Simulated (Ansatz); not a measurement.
Ideal-gas functions of `[F][Al]1[CH2][O]1` at 500 K and 1 bar, from an Ansatz frequency run at PBE0-D4/def2-TZVP.

Molar mass 76.01 g/mol, point group Cs (symmetry number 1), electronic degeneracy 1, moments of inertia 19.328, 129.06, 145.133 u Å². Harmonic wavenumbers (cm⁻¹, unscaled): 194, 202, 565, 668, 740, 824, 1062, 1089, 1122, 1467, 3083, 3151.

Use S(trans) = R[1.5 ln M + 2.5 ln T − 1.1517]; rotational temperatures θ = 24.2544 K / I; S(rot) = R[ln(√π/σ · √(T³/θAθBθC)) + 1.5]; for each mode x = 1.438777 ν̃/T, S = R[x/(eˣ − 1) − ln(1 − e⁻ˣ)] and H = RT x/(eˣ − 1); 1 cm⁻¹ = 0.0119627 kJ/mol; R = 8.31446 J/(mol·K).

Q: By hand: the entropy, in J/(mol·K).

A: Translation 173.6. Rotation: θ = 1.2549, 0.1879, 0.1671 K, giving 108.2. Vibration, mode by mode: 13.27, 12.94, 5.13, 4.05, 3.44, 2.85, 1.66, 1.56, 1.44, 0.65, 0.01, 0.01, in all 47.0. Electronic 0.0. Sum 328.8 J/(mol·K).

Q: By hand: H − E and G − E in kJ/mol, counted from the electronic energy.

A: Zero-point energy ½ × 14167 × 0.0119627 = 84.7; thermal vibration 13.4; translation, rotation and pV give 4 RT = 16.6. H − E = 114.7 kJ/mol, and G − E = 114.7 − 500 × 328.8/1000 = -49.7 kJ/mol.

Vibration gives 14 % of the entropy.
